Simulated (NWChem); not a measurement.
# CrNH₂S₂Cl; SMILES [NH]=[Cr](=[S])([SH])[Cl]

```xyz
7

Cr     0.0663     0.0204    -0.2319
N      0.0830    -0.0379    -1.8242
H      0.6383    -0.1456    -2.6766
S      1.8858    -0.2370     0.4958
Cl    -0.7560     1.9188     0.3850
S     -1.1373    -1.6941     0.4484
H     -1.9340    -1.7999    -0.6385
```
Atoms are numbered in this order, from 1.

Program: NWChem. Medium grid unless said otherwise, to which SCAN and Minnesota functionals are sensitive. Structure relaxed at the B3LYP/6-31G* (spherical d) level. No frequency run checked for a minimum.

**Question.** Estimate the computed values for r2SCAN/def2-SVP. Quantities: highest occupied level (eV); orbital gap (eV); dipole (D).

**Answer.** 
```yaml
highest occupied level (eV): -6.81
orbital gap (eV): 2.07
dipole (D): 3.04
```
